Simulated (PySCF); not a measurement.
## Simulated absorption spectrum

Compound: C₅H₁₀BNSSi.
InChI=1S/C5H10BNSSi/c9-8-6-7-4-2-1-3-5-7/h1-5H,6H2,9H3

Method used: TDDFT wB97X-D/def2-SVPD, vertical, gas phase, core orbitals frozen in the response in PySCF 2.14.0, density-fitted response routines. Isolated species at its PBE0-D3(BJ)/def2-SVP geometry (one conformer only). Torsions of this conformer, `[SiH3:1][S:2][BH2-:3][n+:4]1[cH:5][cH:6][cH:7][cH:8][cH:9]1`: Si1–S2–B3–N4 81°, S2–B3–N4–C5 19°.

Broadening: Gaussians 0.3 eV wide at half height, area fixed by f = 4.319×10⁻⁹ ∫ε dν̃. The cross-section is σ = 3.8235×10⁻²¹ ε cm², given in Mb (10⁻¹⁸ cm²). The width is an assumption, not a result. The curve ends short of the highest state used, and states not computed would add to its high-energy end.

E (eV), σ (Mb) and a bar:
```
     3.71       0.00 
     3.78       0.00 
     3.86       0.02 
     3.94       0.07 
     4.02       0.17 
     4.10       0.28 
     4.18       0.30 
     4.25       0.23 
     4.33       0.12 
     4.41       0.04 
     4.49       0.01 
     4.57       0.02 
     4.65       0.13 
     4.72       0.65 #
     4.80       2.77 ####
     4.88       8.15 ###########
     4.96      16.36 #####################
     5.04      22.50 ##############################
     5.12      21.74 #############################
     5.19      17.06 ######################
     5.27      12.59 #################
     5.35      11.03 ##############
     5.43      11.07 ###############
     5.51      12.63 #################
     5.59      15.07 ####################
     5.67      15.32 ####################
     5.74      13.23 #################
     5.82      12.20 ################
     5.90      16.21 #####################
     5.98      22.87 ##############################
```

**Question.** Where are the band maxima, and which computed states make them?

**Answer.** 298 nm (4.16 eV), ε about 79, made up of S1 (100%); 245 nm (5.07 eV), ε about 6000, made up of S3 (96%); 220 nm (5.64 eV), ε about 4100, made up of S5 (93%) (ε in L mol⁻¹ cm⁻¹; maxima over ε = 5, shares over 10%). At its high-energy end, 5.98 eV, the curve is still rising (ε about 6000, from S6 and S7). The states used: S1 4.16 eV (f 0.0009); S2 4.96 eV (f 0.0011); S3 5.06 eV (f 0.065); S4 5.36 eV (f 0.024); S5 5.64 eV (f 0.042); S6 5.99 eV (f 0.038); S7 6.11 eV (f 0.045); S8 6.49 eV (f 0.025); S9 6.54 eV (f 0.022); S10 6.58 eV (f 0.010).

**Question.** On this curve, what absorbance would a 10⁻⁵ mol/L sample give at 266 nm over a 1 cm path?

**Answer.** 266 nm is 4.661 eV, where ε is about 46 L mol⁻¹ cm⁻¹, so A = ε c l ≈ 0.00046 (Beer–Lambert, with the gas-phase spectrum and the assumed width).

**Question.** Coming from long wavelengths, where does ε first pass 100 L mol⁻¹ cm⁻¹?

**Answer.** At about 264 nm (4.70 eV), 0.54 eV above S1.

**Question.** What would ε be at 5.07 eV, the highest of these maxima, with half the width (0.15 eV)?

**Answer.** About 11600 L mol⁻¹ cm⁻¹ against 6040, a factor of about 1.9; a lone state at its own centre would give exactly 2.

The vertical ionisation energy (ΔSCF) is 8.35 eV, 1.77 eV above S10.
